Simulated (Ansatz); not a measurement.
A short molecular-dynamics run on CH3FO2Si, SMILES `O[Si]1(F)CO1`.

```yaml
crystal:
  periodic: [false, false, false]
  atoms:
    - {symbol: O, position_ang: [-0.166609, 1.155292, 1.523313]}
    - {symbol: Si, position_ang: [0.498506, 0.217800, 0.388455]}
    - {symbol: F, position_ang: [1.969621, -0.037527, 0.887845]}
    - {symbol: C, position_ang: [-0.296831, -0.865608, -0.782998]}
    - {symbol: O, position_ang: [0.240824, 0.507876, -1.188211]}
    - {symbol: H, position_ang: [-1.013019, 1.557954, 1.320281]}
    - {symbol: H, position_ang: [-1.374944, -0.926292, -0.912968]}
    - {symbol: H, position_ang: [0.234552, -1.666694, -1.291516]}
basis:
  gaussian: {orbitals: def2-SVP}
magnetization: {spin_polarized: true, initial_magnetization: 0}
hamiltonian: {xc: {name: PBE}, dispersion: d3bj}
md: {timestep: 2 fs, n_steps: 50, ensemble: nvt_nose_hoover, temperature: 500, initial_velocities: maxwell_boltzmann, seed: 896}
```

```sh
$ ansatz run in.yaml --threads 2 --pin off --events-out ev --progress --plain --max-ram 4352MiB
```

| step | time (fs) | potential energy (eV) | kinetic (eV) | T (K) | conserved (eV) |
| --- | --- | --- | --- | --- | --- |
| 0 | 0.0 | -15755.6314 | 0.3878 | 500 | -15755.2436 |
| 1 | 2.0 | -15755.5056 | 0.2842 | 367 | -15755.2214 |
| 2 | 4.0 | -15755.4450 | 0.2133 | 275 | -15755.2317 |
| 3 | 6.0 | -15755.3557 | 0.1403 | 181 | -15755.2156 |
| 4 | 8.0 | -15755.4187 | 0.1859 | 240 | -15755.2332 |
| 5 | 10.0 | -15755.4878 | 0.2604 | 336 | -15755.2281 |
| 6 | 12.0 | -15755.5524 | 0.3286 | 424 | -15755.2250 |
| 7 | 14.0 | -15755.5959 | 0.3686 | 475 | -15755.2292 |
| 8 | 16.0 | -15755.5795 | 0.3500 | 451 | -15755.2321 |
| 9 | 18.0 | -15755.5263 | 0.3086 | 398 | -15755.2210 |
| 10 | 20.0 | -15755.5098 | 0.2852 | 368 | -15755.2285 |
| 11 | 22.0 | -15755.4251 | 0.2158 | 278 | -15755.2137 |
| 12 | 24.0 | -15755.4252 | 0.1941 | 250 | -15755.2362 |
| 13 | 26.0 | -15755.3333 | 0.1261 | 163 | -15755.2127 |
| 14 | 28.0 | -15755.3221 | 0.1105 | 142 | -15755.2177 |
| 15 | 30.0 | -15755.3315 | 0.1224 | 158 | -15755.2156 |
| 16 | 32.0 | -15755.3844 | 0.1652 | 213 | -15755.2264 |
| 17 | 34.0 | -15755.4107 | 0.2094 | 270 | -15755.2095 |
| 18 | 36.0 | -15755.4736 | 0.2600 | 335 | -15755.2232 |
| 19 | 38.0 | -15755.4192 | 0.2268 | 292 | -15755.2035 |
| 20 | 40.0 | -15755.4759 | 0.2561 | 330 | -15755.2324 |
| 21 | 42.0 | -15755.3918 | 0.2127 | 274 | -15755.1934 |
| 22 | 44.0 | -15755.4380 | 0.2435 | 314 | -15755.2103 |
| 23 | 46.0 | -15755.4413 | 0.2574 | 332 | -15755.2017 |
| 24 | 48.0 | -15755.4913 | 0.2905 | 375 | -15755.2207 |
| 25 | 50.0 | -15755.4735 | 0.3106 | 401 | -15755.1853 |
| 26 | 52.0 | -15755.5491 | 0.3701 | 477 | -15755.2044 |
| 27 | 54.0 | -15755.4952 | 0.3446 | 444 | -15755.1790 |
| 28 | 56.0 | -15755.5852 | 0.3925 | 506 | -15755.2242 |
| 29 | 58.0 | -15755.4510 | 0.3172 | 409 | -15755.1684 |
| 30 | 60.0 | -15755.4425 | 0.3016 | 389 | -15755.1784 |
| 31 | 62.0 | -15755.3666 | 0.2379 | 307 | -15755.1686 |
| 32 | 64.0 | -15755.3739 | 0.2207 | 285 | -15755.1954 |
| 33 | 66.0 | -15755.3097 | 0.2066 | 266 | -15755.1473 |
| 34 | 68.0 | -15755.3474 | 0.2446 | 315 | -15755.1495 |
| 35 | 70.0 | -15755.2904 | 0.2129 | 275 | -15755.1266 |
| 36 | 72.0 | -15755.4513 | 0.3108 | 401 | -15755.1926 |
| 37 | 74.0 | -15755.2873 | 0.2621 | 338 | -15755.0806 |
| 38 | 76.0 | -15755.3920 | 0.3547 | 457 | -15755.0965 |
| 39 | 78.0 | -15755.3003 | 0.2992 | 386 | -15755.0643 |
| 40 | 80.0 | -15755.4907 | 0.4164 | 537 | -15755.1420 |
| 41 | 82.0 | -15755.2615 | 0.3763 | 485 | -15754.9578 |
| 42 | 84.0 | -15755.3508 | 0.4847 | 625 | -15754.9442 |
| 43 | 86.0 | -15755.1121 | 0.2947 | 380 | -15754.9004 |
| 44 | 88.0 | -15755.4196 | 0.4908 | 633 | -15755.0169 |
| 45 | 90.0 | -15754.7318 | 0.2543 | 328 | -15754.5704 |
| 46 | 92.0 | -15755.0019 | 0.6958 | 897 | -15754.4051 |
| 47 | 94.0 | -15754.5005 | 0.2624 | 338 | -15754.3433 |
| 48 | 96.0 | -15755.1158 | 0.8196 | 1057 | -15754.4083 |
| 49 | 98.0 | -15754.7651 | 0.3958 | 510 | -15754.4888 |
| 50 | 100.0 | -15755.4023 | 0.6909 | 891 | -15754.8375 |

Velocities are drawn at the set temperature; a run this short doesn't reach equilibrium.

Frames (Å, forces in eV/Å):

```xyz
8
time=0.0 fs
O    -0.167    1.155    1.523    0.092    0.455    1.017
Si    0.499    0.218    0.388   -0.625   -0.325    0.314
F     1.970   -0.038    0.888    1.598   -0.277    0.540
C    -0.297   -0.866   -0.783    0.011    0.001    0.013
O     0.241    0.508   -1.188   -0.107    0.502   -1.370
H    -1.013    1.558    1.320   -0.590    0.277   -0.138
H    -1.375   -0.926   -0.913   -0.663   -0.099   -0.078
H     0.235   -1.667   -1.292    0.285   -0.534   -0.298
8
time=4.0 fs
O    -0.154    1.142    1.505   -2.334    2.365    2.191
Si    0.485    0.222    0.411   -0.456   -1.314   -1.672
F     1.953   -0.033    0.857    2.464   -0.429    0.901
C    -0.292   -0.853   -0.779   -0.073   -0.417   -0.124
O     0.267    0.498   -1.182   -0.062    0.650   -1.220
H    -1.060    1.510    1.336    0.933   -0.349    0.212
H    -1.393   -0.862   -0.892    0.069   -0.451   -0.227
H     0.311   -1.672   -1.232   -0.541   -0.055   -0.060
8
time=8.0 fs
O    -0.159    1.147    1.508   -0.588    1.797    2.642
Si    0.470    0.220    0.425    0.172   -1.368   -2.144
F     1.956   -0.033    0.834    2.172   -0.378    0.915
C    -0.288   -0.845   -0.776   -0.724   -0.634   -0.325
O     0.291    0.494   -1.187   -0.175    0.415   -0.831
H    -1.050    1.448    1.367   -0.992    0.428   -0.031
H    -1.411   -0.862   -0.905    0.745   -0.386   -0.165
H     0.316   -1.693   -1.187   -0.610    0.127   -0.062
8
time=12.0 fs
O    -0.172    1.172    1.535   -1.982    1.436    1.273
Si    0.455    0.211    0.427    0.648   -0.274   -1.062
F     1.977   -0.035    0.818    1.028   -0.201    0.717
C    -0.291   -0.844   -0.777    0.239   -0.115   -0.048
O     0.315    0.495   -1.201   -0.386   -0.036   -0.408
H    -1.130    1.425    1.402    1.185   -0.266    0.201
H    -1.350   -0.918   -0.946   -1.143    0.001   -0.257
H     0.242   -1.709   -1.158    0.412   -0.545   -0.416
8
time=16.0 fs
O    -0.198    1.207    1.575    1.124   -0.514   -0.054
Si    0.444    0.200    0.424    1.062    1.121    0.527
F     2.005   -0.039    0.808   -0.259   -0.008    0.482
C    -0.295   -0.847   -0.780   -1.116   -1.491   -1.334
O     0.334    0.494   -1.218   -0.601   -0.531    0.050
H    -1.127    1.393    1.456   -0.983    0.238   -0.098
H    -1.402   -0.972   -1.017    0.729    0.469    0.267
H     0.211   -1.778   -1.178    0.044    0.716    0.160
8
time=20.0 fs
O    -0.218    1.240    1.614   -0.480   -0.959   -1.197
Si    0.439    0.195    0.423    1.017    1.587    0.775
F     2.032   -0.043    0.801   -1.136    0.118    0.329
C    -0.311   -0.866   -0.799   -0.135   -0.062   -0.559
O     0.348    0.489   -1.235   -0.696   -0.764    0.579
H    -1.206    1.378    1.502    1.264   -0.202    0.076
H    -1.379   -0.962   -1.055   -0.275    0.344    0.111
H     0.197   -1.764   -1.185    0.441   -0.062   -0.114
8
time=24.0 fs
O    -0.237    1.262    1.643    1.854   -1.632   -1.515
Si    0.439    0.199    0.427    0.769    1.403    0.428
F     2.050   -0.046    0.798   -1.567    0.212    0.266
C    -0.328   -0.887   -0.824    0.742    0.892    0.086
O     0.355    0.477   -1.246   -0.683   -0.711    0.983
H    -1.189    1.350    1.550   -0.761    0.047   -0.136
H    -1.394   -0.900   -1.077   -0.340   -0.062   -0.012
H     0.241   -1.750   -1.206   -0.014   -0.149   -0.100
8
time=28.0 fs
O    -0.241    1.270    1.657    0.005   -1.469   -1.722
Si    0.444    0.210    0.432    0.367    0.822   -0.018
F     2.055   -0.047    0.796   -1.575    0.284    0.273
C    -0.337   -0.897   -0.850    0.318    1.018    0.138
O     0.356    0.458   -1.248   -0.578   -0.444    1.014
H    -1.240    1.322    1.583    1.197   -0.120   -0.016
H    -1.448   -0.849   -1.098    1.008   -0.413    0.185
H     0.281   -1.756   -1.241   -0.743    0.322    0.147
8
time=32.0 fs
O    -0.239    1.263    1.656    1.634   -1.332   -1.496
Si    0.450    0.225    0.438   -0.039    0.056   -0.380
F     2.048   -0.046    0.797   -1.264    0.327    0.332
C    -0.340   -0.893   -0.872    1.506    1.788    1.470
O     0.351    0.434   -1.241   -0.375    0.081    0.657
H    -1.203    1.283    1.606   -0.534   -0.014   -0.094
H    -1.390   -0.854   -1.099   -1.074   -0.211   -0.231
H     0.228   -1.731   -1.261    0.146   -0.695   -0.258
8
time=36.0 fs
O    -0.223    1.243    1.639   -0.347   -0.766   -1.029
Si    0.456    0.241    0.442   -0.356   -0.782   -0.536
F     2.030   -0.042    0.800   -0.667    0.323    0.411
C    -0.327   -0.869   -0.878   -0.203   -0.093    0.785
O     0.343    0.412   -1.227   -0.084    0.743   -0.115
H    -1.223    1.240    1.617    1.137   -0.015   -0.045
H    -1.433   -0.893   -1.121    0.615    0.120    0.233
H     0.177   -1.781   -1.307   -0.096    0.470    0.295
8
time=40.0 fs
O    -0.204    1.216    1.613    0.668   -0.037   -0.265
Si    0.461    0.253    0.442   -0.457   -1.557   -0.916
F     2.007   -0.036    0.807    0.101    0.235    0.509
C    -0.316   -0.845   -0.872   -0.839   -1.077    0.977
O     0.334    0.396   -1.215    0.336    1.621   -0.853
H    -1.169    1.196    1.619   -0.473    0.047    0.014
H    -1.415   -0.912   -1.114    0.299    0.412    0.266
H     0.122   -1.777   -1.316    0.365    0.356    0.268
8
time=44.0 fs
O    -0.179    1.188    1.585   -1.695    0.813    0.877
Si    0.463    0.257    0.438   -0.357   -2.081   -1.650
F     1.985   -0.028    0.818    0.872    0.061    0.601
C    -0.313   -0.832   -0.853   -0.147   -0.695    1.449
O     0.328    0.396   -1.210    0.582    2.086   -1.105
H    -1.178    1.157    1.625    1.181    0.120   -0.031
H    -1.373   -0.875   -1.072   -1.083    0.210   -0.043
H     0.124   -1.732   -1.290    0.645   -0.513   -0.099
8
time=48.0 fs
O    -0.163    1.168    1.564   -0.293    1.212    1.282
Si    0.463    0.249    0.424    0.004   -1.740   -1.647
F     1.969   -0.019    0.834    1.303   -0.116    0.609
C    -0.315   -0.831   -0.818   -1.159   -1.256   -0.063
O     0.327    0.416   -1.216    0.365    1.572   -0.879
H    -1.120    1.136    1.630   -0.697    0.136    0.125
H    -1.444   -0.808   -1.027    1.016   -0.305    0.183
H     0.205   -1.737   -1.266   -0.538    0.497    0.389
8
time=52.0 fs
O    -0.151    1.159    1.555   -2.320    0.972    1.377
Si    0.463    0.232    0.402    0.274   -0.590   -0.851
F     1.964   -0.011    0.855    1.241   -0.244    0.479
C    -0.329   -0.843   -0.782    0.176    0.129   -0.035
O     0.330    0.450   -1.230   -0.035    0.624   -0.406
H    -1.150    1.134    1.653    1.437    0.144   -0.158
H    -1.402   -0.783   -0.961   -0.591   -0.450   -0.200
H     0.222   -1.691   -1.196   -0.183   -0.585   -0.207
8
time=56.0 fs
O    -0.151    1.159    1.557    0.467    0.235    0.251
Si    0.465    0.212    0.375    0.729    1.110    0.892
F     1.968   -0.005    0.881    0.709   -0.286    0.184
C    -0.343   -0.855   -0.747   -0.199   -0.191   -1.038
O     0.332    0.491   -1.248   -0.445   -0.431    0.001
H    -1.100    1.152    1.667   -0.917    0.097    0.062
H    -1.429   -0.824   -0.921   -0.133   -0.268   -0.130
H     0.207   -1.719   -1.149   -0.212   -0.267   -0.222
8
time=60.0 fs
O    -0.150    1.162    1.563   -1.748   -0.195    0.030
Si    0.470    0.197    0.353    0.957    2.191    1.998
F     1.979   -0.002    0.907    0.114   -0.279   -0.152
C    -0.359   -0.871   -0.724   -0.986   -1.194   -1.955
O     0.330    0.529   -1.266   -0.681   -1.229    0.363
H    -1.155    1.186    1.685    1.752   -0.042   -0.391
H    -1.481   -0.903   -0.900    0.904    0.137    0.090
H     0.160   -1.785   -1.134   -0.312    0.611    0.018
8
time=64.0 fs
O    -0.155    1.162    1.567    1.186   -0.637   -0.707
Si    0.481    0.194    0.341    0.621    2.110    1.789
F     1.990    0.000    0.933   -0.303   -0.250   -0.412
C    -0.385   -0.899   -0.724    0.902    0.506   -0.516
O     0.322    0.555   -1.281   -0.737   -1.622    0.743
H    -1.103    1.217    1.667   -0.954    0.056   -0.085
H    -1.439   -0.964   -0.872   -1.442    0.405   -0.202
H     0.080   -1.784   -1.129    0.727   -0.567   -0.610
8
time=68.0 fs
O    -0.152    1.157    1.566   -1.801   -0.239   -0.326
Si    0.496    0.202    0.338    0.081    1.317    0.911
F     1.999   -0.001    0.956   -0.445   -0.198   -0.547
C    -0.405   -0.925   -0.734   -0.136    0.011   -0.807
O     0.306    0.565   -1.289   -0.660   -1.729    1.016
H    -1.167    1.259    1.627    2.073   -0.248   -0.359
H    -1.536   -0.964   -0.864    1.023    0.360    0.056
H     0.082   -1.830   -1.197   -0.134    0.726    0.056
8
time=72.0 fs
O    -0.153    1.148    1.560    0.893   -0.395   -0.319
Si    0.511    0.218    0.341   -0.312    0.233   -0.012
F     2.005   -0.003    0.975   -0.439   -0.141   -0.605
C    -0.423   -0.948   -0.752    1.225    1.446    0.159
O     0.284    0.559   -1.287   -0.505   -1.520    1.104
H    -1.101    1.279    1.552   -0.813    0.145   -0.139
H    -1.522   -0.913   -0.854    0.045    0.067   -0.121
H     0.076   -1.791   -1.268   -0.095    0.165   -0.067
8
time=76.0 fs
O    -0.147    1.135    1.551   -2.663    0.653   -0.098
Si    0.524    0.235    0.344   -0.394   -0.836   -0.614
F     2.007   -0.006    0.988   -0.320   -0.088   -0.610
C    -0.427   -0.953   -0.769    1.634    2.352    0.697
O     0.257    0.539   -1.275   -0.280   -1.043    0.824
H    -1.158    1.328    1.442    2.449   -0.429    0.177
H    -1.507   -0.848   -0.861   -0.483   -0.170   -0.150
H     0.061   -1.730   -1.355    0.057   -0.439   -0.226
8
time=80.0 fs
O    -0.151    1.125    1.542   -0.186    0.347    0.253
Si    0.536    0.248    0.344   -0.158   -1.488   -0.227
F     2.007   -0.010    0.997   -0.188   -0.037   -0.619
C    -0.410   -0.929   -0.778    0.262    1.233   -0.496
O     0.227    0.508   -1.255   -0.035   -0.296    0.114
H    -1.073    1.350    1.350   -0.319    0.194    0.045
H    -1.544   -0.809   -0.888    1.086   -0.429    0.142
H     0.044   -1.716   -1.460   -0.463    0.476    0.788
8
time=84.0 fs
O    -0.152    1.117    1.538   -3.360    1.638   -0.565
Si    0.547    0.253    0.342   -0.167   -1.829    0.458
F     2.005   -0.014    1.002    0.074   -0.013   -0.566
C    -0.388   -0.888   -0.792    0.962    0.956    0.488
O     0.196    0.475   -1.234    0.288    0.857   -0.937
H    -1.116    1.436    1.227    2.807   -0.865    1.020
H    -1.459   -0.828   -0.896   -1.164   -0.030    0.205
H    -0.025   -1.655   -1.469    0.562   -0.715   -0.103
8
time=88.0 fs
O    -0.166    1.118    1.532   -1.302    1.013   -0.412
Si    0.557    0.248    0.344   -0.315   -1.581    1.382
F     2.004   -0.019    1.001    0.410    0.008   -0.463
C    -0.357   -0.837   -0.802   -1.278   -1.689   -0.062
O     0.167    0.449   -1.221    0.756    2.329   -1.847
H    -1.033    1.477    1.184    0.874   -0.295    0.590
H    -1.488   -0.858   -0.870    0.495    0.089    0.348
H    -0.027   -1.673   -1.470    0.360    0.127    0.462
8
time=92.0 fs
O    -0.176    1.121    1.530   -3.693    2.533   -1.588
Si    0.566    0.235    0.352   -1.027   -1.002    1.055
F     2.006   -0.024    0.997    0.832   -0.027   -0.259
C    -0.340   -0.806   -0.812   -1.480   -3.158    0.464
O     0.146    0.445   -1.225    1.175    3.176   -1.781
H    -1.092    1.617    1.103    3.587   -1.972    1.694
H    -1.472   -0.875   -0.796    0.516    0.083    0.069
H     0.029   -1.685   -1.414    0.090    0.367    0.345
8
time=96.0 fs
O    -0.192    1.133    1.524   -3.222    2.430   -1.684
Si    0.569    0.216    0.367   -1.712   -0.225   -0.061
F     2.015   -0.028    0.991    0.981   -0.059   -0.103
C    -0.339   -0.811   -0.815    0.499   -1.127    1.334
O     0.135    0.471   -1.246    1.046    2.057   -0.412
H    -1.064    1.682    1.089    3.404   -2.182    1.630
H    -1.407   -0.882   -0.707   -1.252   -0.181   -0.141
H     0.109   -1.660   -1.315    0.257   -0.714   -0.563
8
time=100.0 fs
O    -0.211    1.149    1.516   -1.642    1.509   -1.293
Si    0.563    0.195    0.382   -1.640    0.668   -0.727
F     2.031   -0.034    0.983    0.565   -0.054   -0.143
C    -0.336   -0.834   -0.802   -0.174   -0.885    0.533
O     0.134    0.517   -1.271    0.601   -0.008    1.125
H    -0.970    1.733    1.091    2.045   -1.622    1.060
H    -1.467   -0.913   -0.645    1.026   -0.164   -0.587
H     0.209   -1.708   -1.278   -0.782    0.558    0.033
```

Run time 100 s (2 threads of an Arm Neoverse V1 on a shared host); peak host memory 0.14 GiB.
